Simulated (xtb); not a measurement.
C3H11OSi, charge +1, singlet, at a GFN2-xTB geometry, atoms displaced at random by about 0.02 Å a coordinate. Base run: GFN1-xTB (xtb).

xtb was given this input:
```
$ xtb mol.xyz --gfn 1 --chrg 1 --opt --json

# file mol.xyz
16

C     -0.02823655     1.62784652    -1.08852408
Si     0.22174645    -0.03906327    -0.21907883
C     -0.56000111    -1.58363418    -1.00176296
C      1.65303144    -0.22939331     0.98243798
O     -1.26113851     0.19498303     1.28380516
H      0.67365898     1.67329173    -1.97059462
H      0.18478860     2.44100695    -0.49583277
H     -1.03239664     1.73312246    -1.49544091
H     -0.75209793    -2.39101978    -0.23745778
H      0.08675638    -2.02082746    -1.75972832
H     -1.52138449    -1.37211360    -1.47326074
H      1.50154266    -1.00206822     1.76019411
H      2.54133993    -0.47403200     0.44521690
H      1.90699066     0.68882567     1.49624885
H     -1.08044159     0.78339295     2.03814929
H     -2.18577825     0.17770049     1.09230652
```

Variants of this job, named by their change:

```json
[
 {"change": "base", "ΔE vs base (mEh)": "0.000", "optimiser steps": "13"},
 {"change": "opt level = tight", "ΔE vs base (mEh)": "-0.007", "optimiser steps": "17"},
 {"change": "alpb = ch2cl2", "ΔE vs base (mEh)": "-78.790", "optimiser steps": "13"},
 {"change": "opt level = loose", "ΔE vs base (mEh)": "0.055", "optimiser steps": "8"},
 {"change": "opt level = lax", "ΔE vs base (mEh)": "0.035", "optimiser steps": "9"},
 {"change": "opt level = crude", "ΔE vs base (mEh)": "0.266", "optimiser steps": "5"},
 {"change": "opt level = extreme", "ΔE vs base (mEh)": "-0.007", "optimiser steps": "19"},
 {"change": "alpb = thf", "ΔE vs base (mEh)": "-87.849", "optimiser steps": "13"},
 {"change": "opt level = sloppy", "ΔE vs base (mEh)": "0.099", "optimiser steps": "7"},
 {"change": "opt level = vtight", "ΔE vs base (mEh)": "-0.007", "optimiser steps": "18"}
]
```
